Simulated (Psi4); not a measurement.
Pair of molecules, SMILES [CH3][Al]([CH3])[CH3] with SMILES O (the first has 13 atoms); geometry from B3LYP-D3(BJ)/def2-TZVP.
(charge 0, multiplicity 1):
```xyz
16

C      0.0047     0.6551    -1.1018
Al     0.1532    -0.0714     0.7356
C      1.9329    -0.0929     1.5787
C     -1.1579    -1.4462     1.2985
H      0.4620    -0.0261    -1.8273
H      0.5236     1.6129    -1.2239
H     -1.0313     0.7967    -1.4295
H      1.8804    -0.2545     2.6598
H      2.4831     0.8389     1.4146
H      2.5535    -0.8985     1.1716
H     -1.2261    -1.5482     2.3879
H     -0.8699    -2.4343     0.9242
H     -2.1694    -1.2610     0.9202
O     -0.7645     1.5233     1.6862
H     -1.5602     1.2433     2.1573
H     -1.0238     2.2076     1.0555
```

Method: Psi4 with SAPT0/jun-cc-pV(D+d)Z.

Problem. Which attractive term is largest, and how does the interaction split up?

Solution. electrostatics -167.9, exchange 164.8, induction -61.1, dispersion -23.6, total -88.0 kJ/mol; the largest attraction is electrostatics.
